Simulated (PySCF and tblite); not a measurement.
The numbers below are computed, except where a source is named.
C5H6N2S, numbered as in [CH3:1]/[CH:2]=[CH:3]/[c:4]1[cH:5][n:6][s:7][n:8]1.

Conformers came from 60 starts (ETKDG, MMFF94s, GFN2-xTB); geometries are GFN2-xTB. Energies: PBE0-D3(BJ)/def2-SVP (IEF-PCM, dichloromethane), with GFN2-xTB thermal terms (modes under about 100 cm⁻¹ blended into free rotors). Symmetry numbers and mirror images are counted. Conformers within 3 kcal/mol (GFN2-xTB free energy) were kept, 10 at most. GIAO shieldings: WP04/pcSseg-1 (IEF-PCM, dichloromethane). Shifts are against TMS (¹H), TMS (¹³C) at the same level. (PySCF 2.14, tblite 0.8.)

Task: What shifts does this protocol give at 298.15 K under fast conformational exchange?

Result: ¹H: 8.54 (H5, 1H), 7.20 (H2, 1H), 6.80 (H3, 1H), 2.20 (H1, 3H) ppm. ¹³C: 167.7 (C4), 155.6 (C5), 148.2 (C2), 127.7 (C3), 24.1 (C1) ppm.

Task: How do the conformers differ?

Result: Torsions listed: C2–C3–C4–N8.
```tsv
conformer	shape	weight %
1	0°	53.7
2	180°	46.3
```

```json
{"signal": "H1", "1": "2.20", "2": "2.20", "average": "2.20"}
{"signal": "H2", "1": "7.41", "2": "6.96", "average": "7.20"}
{"signal": "H3", "1": "6.73", "2": "6.89", "average": "6.80"}
{"signal": "H5", "1": "8.34", "2": "8.78", "average": "8.54"}
{"signal": "C1", "1": "24.0", "2": "24.4", "average": "24.1"}
{"signal": "C2", "1": "149.1", "2": "147.3", "average": "148.2"}
{"signal": "C3", "1": "126.1", "2": "129.5", "average": "127.7"}
{"signal": "C4", "1": "167.3", "2": "168.2", "average": "167.7"}
{"signal": "C5", "1": "156.6", "2": "154.5", "average": "155.6"}
```

Shifts are unscaled: against experiment ¹³C can be off by 15 ppm or more and ¹H by 0.8 ppm.


Conformer gaps in def2-SVP on xTB geometries can be 2 kcal/mol too large for S=O, P=O and other polar bonds.